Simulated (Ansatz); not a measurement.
Consider the ligand exchange at the Si–Cl bond: `C[SiH](F)Cl` + H₂S → `C[SiH](F)S` + HCl.

Isolated molecules relaxed with PBE0-D4/def2-TZVP in Ansatz; ΔE leaves out vibrations. CBS: MP2 limit from def2 TZ/QZ plus the TZ coupled-cluster correction, frozen cores. This one scheme is used for every species. DFT in def2-TZVPP. One conformer a species, not always the lowest.

`C[SiH](F)Cl`:

Z-matrix (Å, degrees):
```
C
Si 1 1.843
H 1 1.093 2 110.3
H 1 1.092 2 110.4 3 119.9
H 1 1.092 2 110.5 3 -120.1
F 2 1.594 1 109.4 3 60.6
Cl 2 2.046 1 110.3 3 178.7
H 2 1.477 1 114.2 3 -59.8
```

H₂S:

```xyz
3

S    -0.119    0.346    0.500
H     0.105    0.627   -0.792
H     0.014   -0.972    0.292
```

`C[SiH](F)S`:

```xyz
9

C    -1.151   -0.109    0.102
Si    0.585    0.519    0.239
F     1.115    0.153    1.706
S     1.868   -0.288   -1.249
H    -1.578    0.158   -0.867
H    -1.181   -1.196    0.204
H    -1.774    0.323    0.889
H     0.700    1.987    0.082
H     1.417   -1.546   -1.106
```

HCl:

Cartesian coordinates in Å:
```
Cl -0.620 0.049 0.150
H 0.620 -0.049 -0.150
```

CCSD(T)/CBS gives +42.8 kJ/mol.

(1) Another level gave +39.7 kJ/mol. Which?
A. BHLYP/def2-TZVPP
B. HF/def2-TZVPP
C. revPBE/def2-TZVPP
D. SCS-MP2/def2-TZVPP

Largest T1 diagnostic among the species: 0.011.

Answers

(1) C. revPBE 39.7, BHLYP 48.8, SCS-MP2/def2-TZVPP 44.7, HF/def2-TZVPP 53.7 kJ/mol.

From BLYP to BHLYP (50 % exact exchange), in def2-TZVPP and without D4, ΔE moves by +4.2 kJ/mol. In def2-TZVPP, CCSD(T) changes the Hartree–Fock value by −11.4 kJ/mol (the triples alone add −1.7 kJ/mol) and MP2 by −10.8 kJ/mol. Leaving LDA and LC-ωPBE aside and taking each functional with its dispersion term where it has one, the values, not all of them listed here, spread over 9.6 kJ/mol, from revPBE-D4 to BHLYP-D4.
